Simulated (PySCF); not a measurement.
# Diatomics of Bi with group 13

CCSD(T) with double-zeta basis sets in PySCF, for the lowest determinant that a PBE0 search found; no spin–orbit coupling. De refers to high-spin ground-configuration atoms.

| M | basis | reference, frozen orbitals | state (unpaired electrons) | Re (Å) | ωe (cm⁻¹) | De (eV) |
| --- | --- | --- | --- | --- | --- | --- |
| Al | def2-SVP | UHF, 9 | triplet (π ↑↑) | 2.848 | 231 | 1.34 |
| Ga | cc-pVDZ-PP | UHF, 8 | triplet (π ↑↑) | 2.890 | 152 | 1.24 |
| In | def2-SVP | UHF, 8 | triplet (π ↑↑) | 3.060 | 122 | 1.18 |
| Tl | def2-SVP | ROHF, 8 | triplet (π ↑↑) | 3.127 | 99.0 | 1.12 |

The shortest bond is that of AlBi (2.848 Å), the longest that of TlBi (3.127 Å).

The rows differ in basis set, which adds steps of its own.

Down a group the atoms grow and get heavier, so bonds lengthen and wavenumbers fall; this series shows no clear exception.

Correlated steps freeze the inner cores (8 to 9 orbitals); shallow outer-core shells are correlated. UHF and ROHF references stand side by side, which adds small steps between rows. Correlated levels converge slowly with the basis: in double zeta they bind strong bonds too weakly, by up to about 1 eV, and carry superposition errors of some tenths. These are scalar-relativistic numbers at best; spin–orbit coupling would shift them, the dissociation energy most. States were picked by a PBE0 search and need not be the measured ground states.
